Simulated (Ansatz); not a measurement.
`[BH2][SnH2][SiH2][SiH3]` + HI → `BI` + `[SiH3][SiH2][SnH3]` at 700 K and 1 bar (cleavage of the B–Sn bond).

Gas-phase electronic energies from Ansatz, PBE0-D4/def2-TZVP geometries. CCSD(T)/CBS is the MP2 limit (def2-TZVPP, def2-QZVPP) plus CCSD(T) − MP2 in def2-TZVPP, frozen cores. def2 core potentials past Kr. For I, Sn outer-core shells are correlated without core-valence functions, which leaves a few kJ/mol of doubt a bond. One conformer a species, not always the lowest.

```json
{"species": "`[BH2][SnH2][SiH2][SiH3]`", "CCSD(T)/CBS energy (Eh)": "-822.33733", "H − E (kJ/mol)": "304.1", "S (J/(mol·K))": "589.5"}
{"species": "HI", "CCSD(T)/CBS energy (Eh)": "-298.03592", "H − E (kJ/mol)": "34.6", "S (J/(mol·K))": "231.7"}
{"species": "`BI`", "CCSD(T)/CBS energy (Eh)": "-323.43628", "H − E (kJ/mol)": "85.0", "S (J/(mol·K))": "298.4"}
{"species": "`[SiH3][SiH2][SnH3]`", "CCSD(T)/CBS energy (Eh)": "-796.96755", "H − E (kJ/mol)": "251.5", "S (J/(mol·K))": "516.6"}
```

H − E and S are ideal-gas, rigid-rotor, harmonic terms from PBE0-D4/def2-TZVP, for one conformer and one mirror image of each species. 1 Eh = 2625.50 kJ/mol, R = 8.31446 J/(mol·K).

Question: By hand: ΔE, ΔH, ΔS and ΔG.

Answer: ΔE = (-323.43628) + (-796.96755) − (-822.33733) − (-298.03592) = -0.03058 Eh = -80.3 kJ/mol. Δ(H − E) = 85.0 + 251.5 − 304.1 − 34.6 = -2.2, so ΔH = -82.5 kJ/mol. ΔS = 298.4 + 516.6 − 589.5 − 231.7 = -6.2 J/(mol·K). ΔG = -82.5 − 700 × (-6.2)/1000 = -78.2 kJ/mol.

Question: By hand: the equilibrium constant, and the temperature at which ΔG would vanish if ΔH and ΔS stayed fixed.

Answer: log₁₀ K = −ΔG/(RT ln 10) = 5.8. ΔG = 0 at ΔH/ΔS = 13306 K, far beyond where these terms or the molecules hold.

The number of gas molecules stays the same, so ΔS is small and ΔH decides. A doubt of 5 kJ/mol in ΔE shifts log₁₀ K by 0.4 here. Other conformers and mirror images would add mixing entropy, several J/(mol·K) or more a flexible species. Modes under 60 cm⁻¹, often nearly free rotors, make the harmonic entropy too high. These are equilibria of isolated gas molecules and say nothing of rates. Largest T1 diagnostic: 0.014 (customary marks: 0.02 for closed shells, 0.045 for open ones).
